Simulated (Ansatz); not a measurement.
Reaction (redistribution): `Cl[SiH2][NH][GeH2][Cl]` + `C#C[SiH2]O` → `C#[C][GeH2][Cl]` + `O[SiH2]N[SiH2]Cl`

Gas-phase electronic energies from Ansatz, PBE0-D4/def2-TZVP geometries. CBS: MP2 limit from def2 TZ/QZ plus the TZ coupled-cluster correction, frozen cores. For Ge outer-core shells are correlated without core-valence functions, which leaves a few kJ/mol of doubt a bond. Scalar relativity is left out up to krypton. Each species was taken in one conformer, which may not be the lowest.

`Cl[SiH2][NH][GeH2][Cl]`:

Z-matrix (Å, degrees):
```
Si
N 1 1.707
Cl 1 2.063 2 112.7
H 1 1.478 2 107.8 3 -117.6
H 1 1.479 2 110.7 3 118.3
Ge 2 1.824 1 126.8 3 98.0
H 2 1.010 1 118.0 3 -80.4
Cl 6 2.160 2 109.4 1 100.5
H 6 1.530 2 110.1 1 -143.4
H 6 1.529 2 108.3 1 -16.1
```

`C#C[SiH2]O`:

Cartesian coordinates in Å:
```
C 1.586 -1.340 -0.600
C 0.737 -0.639 -0.106
Si -0.539 0.443 0.631
O -1.660 0.889 -0.483
H 2.335 -1.963 -1.033
H 0.165 1.615 1.209
H -1.275 -0.293 1.679
H -1.348 1.287 -1.297
```

`C#[C][GeH2][Cl]`:

Cartesian coordinates in Å:
```
C -1.287 -0.801 1.361
C -0.510 -0.294 0.594
Ge 0.720 0.516 -0.592
Cl 0.532 -0.452 -2.503
H -1.978 -1.254 2.036
H 0.371 1.992 -0.791
H 2.152 0.293 -0.105
```

`O[SiH2]N[SiH2]Cl`:

Z-matrix (Å, degrees):
```
Si
N 1 1.727
O 1 1.642 2 113.0
H 1 1.479 2 111.4 3 116.1
H 1 1.485 2 104.7 3 -122.2
Si 2 1.710 1 127.5 3 121.2
H 2 1.012 1 116.1 3 -68.5
H 3 0.958 1 117.8 2 -60.1
Cl 6 2.063 2 113.2 1 88.1
H 6 1.480 2 109.7 1 -153.8
H 6 1.478 2 108.7 1 -30.3
```

| level | ΔE (kJ/mol) |
| --- | --- |
| MP2/def2-TZVPP | -28.9 |
| CCSD/CBS(def2) | -27.0 |

Task: What does CCSD(T)/CBS give? (An estimate is asked.)

Result: Computed: -26.6 kJ/mol. The listed levels differ from it by -2.3, -0.4 kJ/mol.

Largest T1 diagnostic among the species: 0.012.
